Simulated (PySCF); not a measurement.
**Working out the excitation energy of Ge⁺**

Ge⁺ [Ar] 3d10 4s2 4p1 (2P) → Ge⁺ [Ar] 3d10 4s1 4p2 (4P). Calculation: PySCF 2.14, in def2-TZVPPD (7s5p5d1f, 54 functions); the non-relativistic Hamiltonian (point nucleus). Frozen: [Ar] 3d10. Energies in hartree (1 hartree = 27.21139 eV):

```csv
part,Ge⁺ (lower),Ge⁺ (upper)
UHF,-2075.048064,-2074.880478
CCSD correlation,-0.051376,-0.012191
(T),-0.000802,-0.000071
```

Problem. What does Hartree-Fock give?

Solution. (-2074.880478) − (-2075.048064) = 0.167586 hartree = 4.560 eV.

Problem. What do CCSD and CCSD(T) give?

Solution. The CCSD correlation energies differ by 0.039185 hartree = 1.066 eV and the triples by 0.000731 hartree = 0.020 eV, so CCSD gives 5.626 eV and CCSD(T) 5.646 eV.

Measured between the centres of the two terms (NIST): 6.389 eV, so CCSD(T) (valence) is off by -0.743 eV.

The calculation is non-relativistic.

What remains against the reference includes basis incompleteness, the frozen core and higher excitations.
